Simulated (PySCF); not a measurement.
C₃H₂FNS. Atoms are numbered in the order given.

```xyz
8

F     -0.2028     2.2903     0.0000
C     -0.0423     0.9767     0.0000
C     -1.0846     0.0804     0.0000
S     -0.4260    -1.5105     0.0000
C      1.1694    -0.8252     0.0000
N      1.2127     0.4789     0.0000
H     -2.1541     0.2815     0.0000
H      2.0523    -1.4691     0.0000
```
Charge 0, spin multiplicity 1.

Coordinates come from a r2SCAN-D4/def2-SVP optimisation.

Computed with HF/pcSseg-1 run with PySCF.

GIAO shieldings, no solvent; atoms alike by connectivity are averaged. δ = σ(ref) − σ: ¹⁹F against CFCl3 (σ = 238.5 ppm); ¹³C against TMS (σ = 192.6 ppm); ³³S against H2S (σ = 725.2 ppm); ¹⁵N against NH3 (σ = 267.3 ppm); ¹H against TMS (σ = 31.99 ppm), references at their B3LYP-D3(BJ)/def2-TZVP geometries, non-relativistic.

```csv
atoms,nucleus,count,δ (ppm)
F1,¹⁹F,1,[?]
C5,¹³C,1,174.2
C2,¹³C,1,170.8
C3,¹³C,1,[?]
S4,³³S,1,429.6
N6,¹⁵N,1,353.9
H8,¹H,1,[?]
H7,¹H,1,[?]
```

**Question.** Some entries are withheld; supply them. (Estimate from the structure and the level; the computed values follow.)

**Answer.** 
- F1, δ (ppm): -89.2
- C3, δ (ppm): 102.5
- H7, δ (ppm): 6.86
- H8, δ (ppm): 9.15
